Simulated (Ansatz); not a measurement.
Input file for B2H6OSi (`BO[SiH2]B`):

```yaml
crystal:
  periodic: [false, false, false]
  atoms:
    - {symbol: B, position_ang: [-1.561873, 1.345189, 0.643219]}
    - {symbol: O, position_ang: [-0.292293, 1.025740, 0.336885]}
    - {symbol: Si, position_ang: [0.359637, -0.110691, -0.691494]}
    - {symbol: B, position_ang: [1.554565, -1.416177, 0.241549]}
    - {symbol: H, position_ang: [-2.475148, 0.753147, 0.126303]}
    - {symbol: H, position_ang: [-1.748443, 2.223870, 1.437776]}
    - {symbol: H, position_ang: [-0.747171, -0.840530, -1.378568]}
    - {symbol: H, position_ang: [1.139163, 0.634032, -1.719271]}
    - {symbol: H, position_ang: [2.108018, -2.250591, -0.413916]}
    - {symbol: H, position_ang: [1.746647, -1.415189, 1.420418]}
basis:
  gaussian: {orbitals: def2-TZVPP}
correlation: {method: ccsd_t}
output: {orbitals: {seedname: orbitals}}
```

```sh
$ ansatz run in.yaml --threads 2 --pin off --events-out ev --progress --plain --max-ram 4352MiB
```

Log, shortened:

```
Functional definition: HF
1282 factors; integrals over basis functions are off by at most 7.2e-4 eV
mean field evaluation 1: about -11337.2892 eV, gradient 3.6e1 eV
mean field evaluation 2: about -11337.4838 eV, gradient 3.6e1 eV
mean field evaluation 4: about -11340.6181 eV, gradient 3.9e0 eV
mean field evaluation 8: about -11340.6828 eV, gradient 1.3e-1 eV
mean field -11340.68295539 eV, -416.7624116196 hartree, gradient 2.0e-6 eV, S^2 0.000000; 0 other end points of the search recorded, 0 dependent functions left out
8 core orbitals not correlated: weight in the atoms' cores, before any rotation towards them, 1.000 or more for the frozen orbitals, at most 0.000 for the correlated occupied ones
reference -11340.68295539 eV, -416.7624116196 hartree; 11, 11 occupied and 200, 200 virtual orbitals, 1282 factors
second order -15.10733440 eV of doubles, -0.00000000 eV of singles
cycle   1  -15.88746925 eV  change   -7.8e-1 eV  update   9.5e-2
cycle   2  -16.36012325 eV  change   -4.7e-1 eV  update   3.0e-2
cycle   3  -16.46562434 eV  change   -1.1e-1 eV  update   1.6e-2
cycle   4  -16.45383336 eV  change    1.2e-2 eV  update   4.4e-3
cycle   5  -16.45393685 eV  change   -1.0e-4 eV  update   1.9e-3
cycle   6  -16.45403365 eV  change   -9.7e-5 eV  update   5.9e-4
cycle   7  -16.45378013 eV  change    2.5e-4 eV  update   1.9e-4
cycle   8  -16.45382175 eV  change   -4.2e-5 eV  update   7.6e-5
cycle   9  -16.45385627 eV  change   -3.5e-5 eV  update   2.7e-5
cycle  10  -16.45384424 eV  change    1.2e-5 eV  update   1.2e-5
perturbative correction -0.55077832 eV, -0.0202407299 hartree
Total energy: -11357.68757795 eV, -417.3873199726 hartree
```

Run time 84 s (2 threads of an Arm Neoverse V2 on a shared host); peak host memory 3.3 GiB.

The correlation energy is -17.005 eV, 3.2 % of it from (T); the T1 diagnostic reads 0.0133.
